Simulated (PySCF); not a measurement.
Species: CH5Al2Cl2F.
Cartesian coordinates in Å at the PBE0-D3(BJ)/def2-SVP level; atoms count from 1:
```xyz
11
CH5Al2Cl2F angstrom
C     -2.065    0.319   -0.064
Al    -0.557   -0.752    0.514
Cl     1.117    0.683    1.297
Al     2.369    0.239   -0.554
F      2.313    1.595   -1.516
Cl     0.797   -1.215   -1.337
H     -2.530    0.840    0.789
H     -2.842   -0.310   -0.528
H     -1.763    1.081   -0.800
H     -0.515   -2.036    1.429
H      3.714   -0.482   -0.206
```

Computed, not measured: PySCF, PBE0-D3(BJ)/def2-SVP geometry optimisation, gas phase.

Which atoms are bound to Al2, and at what distances?

4 atoms: H10 1.577 Å, C1 1.938 Å, Cl3 2.339 Å, Cl6 2.340 Å. The nearest atom not counted as bound is H8, at 2.55 Å (others tie with it).

List the angles at Al2.

```csv
angle,degrees,distance of the outer atoms (Å)
C1–Al2–H10,130.1,3.19
C1–Al2–Cl6,108.9,3.49
C1–Al2–Cl3,108.5,3.48
Cl3–Al2–H10,106.6,3.17
Cl6–Al2–H10,106.4,3.17
Cl3–Al2–Cl6,88.4,3.26
```

Describe the arrangement about Al2 in numbers.

Angles from 88.4° to 130.1°; τ4 = (360° − α − β)/141° = 0.86 with α and β the two widest (0 for a square, 1 for a tetrahedron).

Which atoms are bound to Al4, and at what distances?

4 atoms: H11 1.565 Å, F5 1.663 Å, Cl3 2.279 Å, Cl6 2.280 Å. The nearest atom not counted as bound is Al2, at 3.27 Å.

List the angles at Al4.

```csv
angle,degrees,distance of the outer atoms (Å)
F5–Al4–H11,122.2,2.83
Cl3–Al4–H11,112.4,3.22
Cl6–Al4–H11,112.0,3.21
F5–Al4–Cl6,107.4,3.20
Cl3–Al4–F5,107.0,3.19
Cl3–Al4–Cl6,91.4,3.26
```

Describe the arrangement about Al4 in numbers.

Angles from 91.4° to 122.2°; τ4 = (360° − α − β)/141° = 0.89 with α and β the two widest (0 for a square, 1 for a tetrahedron).

What are the other bond lengths?

C1–H7, C1–H8, C1–H9 1.102 Å.

Give some angles away from the centre.

Al2–Cl3–Al4 90.1°.

What are the rotational constants (commonest isotopes, rigid rotor)?

A = 1877, B = 1164, C = 935.7 MHz: an asymmetric top.

Point group: near Cs, missed by 0.23 Å at most; the miss may be what the optimiser left on a soft mode. Charge 0, singlet. Whether it is a minimum is left open (no frequencies).

Hardware: Arm Neoverse V2, one thread, no GPU, on a shared host. Cost: 2.4 min, 0.53 GiB resident at most. That covers the optimisation of the geometry.
